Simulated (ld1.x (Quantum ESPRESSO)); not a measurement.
## Reading a pseudo-wave (Pt)

Columns: radius, all-electron u(r) and pseudo u(r) of the 6s shell (level -5.66 eV) of platinum in the configuration [Xe] 4f14 5d9 6s1 6p0; PBE, scalar-relativistic, TM scheme, ld1.x (Quantum ESPRESSO) 7.5.

| r (bohr) | all-electron | pseudo |
| --- | --- | --- |
| 0.198 | 0.0299 | -0.0181 |
| 0.395 | -0.1394 | -0.0397 |
| 0.593 | 0.1987 | -0.0688 |
| 0.790 | 0.3002 | -0.1100 |
| 0.988 | 0.1672 | -0.1688 |
| 1.185 | -0.0484 | -0.2475 |
| 1.383 | -0.2562 | -0.3443 |
| 1.580 | -0.4195 | -0.4470 |
| 1.778 | -0.5345 | -0.5395 |
| 1.975 | -0.6061 | -0.6064 |
| 2.173 | -0.6435 | -0.6435 |
| 2.370 | -0.6549 | -0.6549 |
| 2.568 | -0.6477 | -0.6477 |
| 2.765 | -0.6275 | -0.6275 |
| 2.963 | -0.5983 | -0.5983 |
| 3.160 | -0.5639 | -0.5639 |
| 3.358 | -0.5264 | -0.5264 |
| 3.555 | -0.4879 | -0.4879 |
| 3.753 | -0.4493 | -0.4493 |
| 3.950 | -0.4119 | -0.4119 |
| 4.148 | -0.3759 | -0.3759 |
| 4.345 | -0.3421 | -0.3421 |
| 4.542 | -0.3104 | -0.3104 |
| 4.740 | -0.2808 | -0.2808 |
| 4.938 | -0.2534 | -0.2534 |
| 5.135 | -0.2284 | -0.2284 |

(1) How many radial nodes do the two functions have?

(2) At about which radius was the pseudo-wave matched?

(3) Where does each function peak?

(4) Is the pseudo-wave norm-conserving?

Results:

(1) The all-electron 6s function has n − l − 1 = 5 (the table is too coarse to show those close to the nucleus); the pseudo-wave has 0, since the states of the same l below it are removed with the core.

(2) 2.25 bohr. The columns agree to 0.0005 from 1.98 bohr on; several derivatives are matched, so the curves merge somewhat inside the radius.

(3) Outermost all-electron maximum near 2.37 bohr, pseudo maximum near 2.37 bohr (to the table’s step).

(4) Yes: the TM scheme keeps the norm inside the radius equal to the all-electron one, which fixes the energy derivative of the logarithmic derivative at the level.
